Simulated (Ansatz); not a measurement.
System: sum formula H2SiO2Br2 (charge 0, singlet). 
Coordinates optimised at B3LYP-D3(BJ)/def2-TZVP (Ansatz, a program for electronic structure):
```xyz
7

Si    -0.6822     0.1277     0.1775
Br     0.0846    -0.4169    -1.8439
Br     1.0131     0.2050     1.5881
O     -1.4589     1.5539     0.0754
O     -1.7048    -0.9927     0.7472
H     -1.0319     2.2822    -0.3843
H     -2.5276    -1.1416     0.2711
```

Basis-set convergence of Hartree-Fock and CCSD(T) correlation energies (hartree) with Ansatz. Correlated levels leave the core frozen unless marked. Spin-orbit coupling is left out. The frozen core is the preceding noble-gas configuration, with the filled d and f shells of earlier blocks. Non-relativistic.

```csv
basis,functions,E(HF),"E(corr, CCSD(T))",rough core time
def2-SVPD,168,-5584.03684,-0.78887,50 s
def2-TZVPPD,276,?,?,6 min
```

Problem. Some entries are withheld; supply them.

Solution. 
- def2-TZVPPD, E(HF): -5584.95859
- def2-TZVPPD, E(corr, CCSD(T)): -0.98624
